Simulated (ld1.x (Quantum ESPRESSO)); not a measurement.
**u(r) = r·R(r): atom against pseudo-atom (scandium)**

Columns: radius, all-electron u(r) and pseudo u(r) of the 3d shell (level -3.25 eV) of scandium in the configuration [Ne] 3s2 3p6 3d1 4s2 4p0; PBEsol, scalar-relativistic, TM semilocal scheme, ld1.x (Quantum ESPRESSO) 7.5.

| r (bohr) | all-electron | pseudo |
| --- | --- | --- |
| 0.105 | 0.0267 | 0.0036 |
| 0.210 | 0.1206 | 0.0273 |
| 0.315 | 0.2466 | 0.0854 |
| 0.420 | 0.3720 | 0.1814 |
| 0.525 | 0.4806 | 0.3074 |
| 0.630 | 0.5672 | 0.4461 |
| 0.735 | 0.6313 | 0.5765 |
| 0.840 | 0.6743 | 0.6809 |
| 0.945 | 0.6994 | 0.7492 |
| 1.050 | 0.7102 | 0.7805 |
| 1.155 | 0.7100 | 0.7812 |
| 1.260 | 0.7016 | 0.7610 |
| 1.365 | 0.6874 | 0.7296 |
| 1.470 | 0.6689 | 0.6946 |
| 1.575 | 0.6477 | 0.6607 |
| 1.680 | 0.6248 | 0.6299 |
| 1.785 | 0.6010 | 0.6024 |
| 1.890 | 0.5768 | 0.5770 |
| 1.995 | 0.5528 | 0.5528 |
| 2.100 | 0.5293 | 0.5293 |
| 2.205 | 0.5064 | 0.5064 |
| 2.310 | 0.4843 | 0.4843 |
| 2.415 | 0.4632 | 0.4632 |
| 2.520 | 0.4429 | 0.4429 |
| 2.625 | 0.4235 | 0.4235 |
| 2.730 | 0.4049 | 0.4049 |

Problem. How many radial nodes do the two functions have?

Solution. The all-electron 3d function has n − l − 1 = 0; the pseudo-wave has 0.

Problem. At about which radius was the pseudo-wave matched?

Solution. 2.10 bohr. The columns agree to 0.0005 from 1.89 bohr on; several derivatives are matched, so the curves merge somewhat inside the radius.

Problem. Is the pseudo-wave norm-conserving?

Solution. Yes: the TM semilocal scheme keeps the norm inside the radius equal to the all-electron one, which fixes the energy derivative of the logarithmic derivative at the level.
